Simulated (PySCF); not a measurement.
BeH2OSe, SMILES [SeH][Be][OH].

The structure is a stationary point at TPSSh-D3(BJ)/def2-TZVP. A frequency run showed that this geometry is not a minimum. Other conformers were not sampled.

Computed with TPSSh-D3(BJ)/def2-TZVP in PySCF 2.14.0.

Frequencies are harmonic and unscaled.

```
mode  ν (cm⁻¹)  IR (km/mol)  moving atoms (share of kinetic energy)
----  --------  -----------  --------------------------------------
1         359i        167.2                          H 81 %, O 14 %
2         285i        164.4                          H 81 %, O 15 %
3          220          9.7                  Be 66 %, H 24 %, O 9 %
4          259          6.9                  Be 79 %, H 11 %, O 9 %
5          390          3.1                O 54 %, Se 24 %, Be 18 %
6          588          1.2                         H 84 %, Be 14 %
7         1395        409.9                         Be 74 %, O 24 %
8         2414          8.7                                  H 99 %
9         4089        304.6                                  H 93 %
```
